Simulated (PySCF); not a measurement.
PySCF input:

```python
from pyscf import gto, scf, dft

mol = gto.M(
    atom='''
    Cl    0.35339225   -1.91509034    1.58270808
    Sn    0.00000000   -0.00000000   -0.00000000
    Cl   -0.37414718    2.10841442    1.30844353
    Cl   -2.00598994   -0.46059413   -1.43571563
    Cl    2.02674487    0.26727005   -1.45543598
    ''',
    basis='def2-tzvpd',
    ecp='def2-tzvp',
    charge=-1,
    spin=1,
    verbose=4,
)

mf = dft.UKS(mol, xc='m062x').density_fit(auxbasis='def2-universal-jkfit')
mf.grids.level = 4
mf.conv_tol = 1e-9
mf.max_cycle = 100
mf.max_memory = 1500
mf.kernel()
if not mf.converged:
    mf = mf.newton()
    mf.kernel(mf.make_rdm1())
for _ in range(2):
    mo, _, stable, _ = mf.stability(return_status=True)
    if stable:
        break
    mf.kernel(mf.make_rdm1(mo, mf.mo_occ))
mf.analyze()
```

Question: Predict the final energy.

Answer: -2055.31380 Eh (M06-2X/def2-TZVPD).
